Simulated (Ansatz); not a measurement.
Geometry optimisation, RKS PBE0-D4/def2-SVP in Ansatz 0.2.0.

Input:

```yaml
crystal:
  periodic: [false, false, false]
  atoms:
    - { symbol: Zn, position_ang: [-0.2169, -0.8489, 0.0418] }
    - { symbol: H, position_ang: [-0.0338, 0.6077, 1.4284] }
    - { symbol: O, position_ang: [0.8954, -2.1906, 0.1032] }
    - { symbol: H, position_ang: [-0.0762, 1.5065, 1.0544] }
    - { symbol: S, position_ang: [-0.5129, 1.6841, -0.6826] }
    - { symbol: H, position_ang: [0.6519, -3.0922, -0.0983] }
    - { symbol: H, position_ang: [-0.7074, 2.3332, -1.8469] }
basis:
  gaussian: { orbitals: def2-SVP }
hamiltonian:
  xc: pbe0
  dispersion: d4
relax:
  f_tol: 0.15
  max_steps: 25
  restrain:
    - { distance: [0, 4], at: 3.57, k: 30.0 }
    - { distance: [3, 1], at: 1.92, k: 30.0 }
    - { distance: [0, 1], at: 1.53, k: 30.0 }
    - { distance: [3, 4], at: 1.36, k: 30.0 }
```

Command:

```bash
$ ansatz run input.yaml --threads 2 --pin off --max-ram 3072MiB --backend cpu --events-out ev --progress --plain --runs-dir out
```

Question: Where does it end, and by what steps?

Answer: The forces met the threshold. The restraints hold the end off the free minimum. After 12 steps the energy has fallen by 1.597 eV (the restraints' own energy left out); H4 moved furthest, 0.93 Å. Parted: Zn1–S5. Joined: Zn1–H2, H4–S5.

| step | energy less start (eV) | largest force component (eV/Å) | accepted |
| --- | --- | --- | --- |
| 0 | 0.0000 | 2.651 | yes |
| 1 | 1.2609 | 3.784 | yes |
| 2 | 1.7781 | 3.938 | yes |
| 3 | 1.3461 | 3.064 | yes |
| 4 | 0.0505 | 3.208 | yes |
| 5 | -0.8880 | 1.792 | yes |
| 6 | -1.3887 | 0.801 | yes |
| 7 | -1.5297 | 0.335 | yes |
| 8 | -1.5636 | 0.321 | yes |
| 9 | -1.5842 | 0.160 | yes |
| 10 | -1.5853 | 0.802 | no |
| 11 | -1.5904 | 0.354 | yes |
| 12 | -1.5975 | 0.165 | yes |

```xyz
7
Properties=species:S:1:pos:R:3
Zn 0.336 -0.895 0.686
H 0.142 0.335 1.573
O 0.631 -2.281 -0.368
H -0.598 1.569 0.292
S -1.144 1.939 -0.898
H 0.621 -3.146 0.052
H 0.012 2.479 -1.337
```

Whether the end is a true minimum wasn't checked by a vibrational analysis.

Run time: 16 s on 2 threads of Intel(R) Xeon(R) 6975P-C (Granite Rapids) (shared host), peak memory 0.2 GiB.
